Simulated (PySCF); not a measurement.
# Fractional electron number in Xe²⁺ (xenon, charge +2)

The 5p beta orbital of [Kr] 4d10 5s2 5p4 is emptied in steps (occupation f), with all orbitals relaxed, ending at [Kr] 4d10 5s2 5p3. Calculation: PySCF 2.14, in aug-cc-pVTZ-PP with ECP28MDF; a scalar-relativistic core potential. The exact energy is a straight line in f; departures are measured from the line between the end points of the same method.

| f | UHF (eV) | LDA (eV) | PBE (eV) | PBE0 (eV) | r2SCAN (eV) | LC-wPBE (eV) | BHandHLYP (eV) | wB97X (eV) | r2SCAN0 (eV) | CAM-B3LYP (eV) |
| --- | --- | --- | --- | --- | --- | --- | --- | --- | --- | --- |
| 1 | 0.000 | 0.000 | 0.000 | 0.000 | 0.000 | 0.000 | 0.000 | 0.000 | 0.000 | 0.000 |
| 0.9 | 0.060 | -0.444 | -0.429 | -0.309 | -0.400 | -0.055 | -0.202 | -0.111 | -0.290 | -0.197 |
| 0.7 | 0.137 | -1.038 | -1.000 | -0.719 | -0.924 | -0.126 | -0.474 | -0.268 | -0.668 | -0.461 |
| 0.5 | 0.161 | -1.235 | -1.188 | -0.853 | -1.083 | -0.147 | -0.568 | -0.334 | -0.783 | -0.551 |
| 0.3 | 0.133 | -1.037 | -0.996 | -0.714 | -0.889 | -0.119 | -0.481 | -0.295 | -0.641 | -0.466 |
| 0.1 | 0.056 | -0.444 | -0.426 | -0.305 | -0.367 | -0.048 | -0.209 | -0.133 | -0.263 | -0.201 |
| 0 | 0.000 | 0.000 | 0.000 | 0.000 | 0.000 | 0.000 | 0.000 | 0.000 | 0.000 | 0.000 |

| method | E(f=0) − E(f=1) (eV) | −ε at f=1 (eV) | −ε at f=0.5 (eV) |
| --- | --- | --- | --- |
| UHF | 29.366 | 30.037 | 29.354 |
| LDA | 30.811 | 25.876 | 30.814 |
| PBE | 30.477 | 25.707 | 30.490 |
| PBE0 | 30.500 | 27.062 | 30.516 |
| r2SCAN | 30.514 | 26.049 | 30.612 |
| LC-wPBE | 30.627 | 30.008 | 30.647 |
| BHandHLYP | 30.511 | 28.269 | 30.491 |
| wB97X | 30.700 | 29.486 | 30.622 |
| r2SCAN0 | 30.527 | 27.292 | 30.605 |
| CAM-B3LYP | 30.702 | 28.517 | 30.688 |

Orbital energy along the path (eV):

```json
{"f": "1", "UHF": "-30.037", "LDA": "-25.876", "PBE": "-25.707", "PBE0": "-27.062", "r2SCAN": "-26.049", "LC-wPBE": "-30.008", "BHandHLYP": "-28.269", "wB97X": "-29.486", "r2SCAN0": "-27.292", "CAM-B3LYP": "-28.517"}
{"f": "0.9", "UHF": "-29.893", "LDA": "-26.858", "PBE": "-26.664", "PBE0": "-27.757", "r2SCAN": "-26.975", "LC-wPBE": "-30.140", "BHandHLYP": "-28.709", "wB97X": "-29.695", "r2SCAN0": "-27.966", "CAM-B3LYP": "-28.948"}
{"f": "0.7", "UHF": "-29.617", "LDA": "-28.833", "PBE": "-28.580", "PBE0": "-29.141", "r2SCAN": "-28.811", "LC-wPBE": "-30.399", "BHandHLYP": "-29.595", "wB97X": "-30.136", "r2SCAN0": "-29.300", "CAM-B3LYP": "-29.815"}
{"f": "0.5", "UHF": "-29.354", "LDA": "-30.814", "PBE": "-30.490", "PBE0": "-30.516", "r2SCAN": "-30.612", "LC-wPBE": "-30.647", "BHandHLYP": "-30.491", "wB97X": "-30.622", "r2SCAN0": "-30.605", "CAM-B3LYP": "-30.688"}
{"f": "0.3", "UHF": "-29.102", "LDA": "-32.793", "PBE": "-32.387", "PBE0": "-31.875", "r2SCAN": "-32.336", "LC-wPBE": "-30.877", "BHandHLYP": "-31.404", "wB97X": "-31.181", "r2SCAN0": "-31.850", "CAM-B3LYP": "-31.572"}
{"f": "0.1", "UHF": "-28.862", "LDA": "-34.760", "PBE": "-34.267", "PBE0": "-33.215", "r2SCAN": "-33.869", "LC-wPBE": "-31.071", "BHandHLYP": "-32.352", "wB97X": "-31.854", "r2SCAN0": "-32.944", "CAM-B3LYP": "-32.481"}
{"f": "0", "UHF": "-28.746", "LDA": "-35.735", "PBE": "-35.204", "PBE0": "-33.880", "r2SCAN": "-34.466", "LC-wPBE": "-31.148", "BHandHLYP": "-32.848", "wB97X": "-32.207", "r2SCAN0": "-33.352", "CAM-B3LYP": "-32.953"}
```

Reference removal energy between the ground levels: 31.05 ± 0.04 eV (semi-empirical (NIST evaluation); NIST Atomic Spectra Database, ionization energies). The calculation has no spin-orbit coupling. UHF lacks correlation.
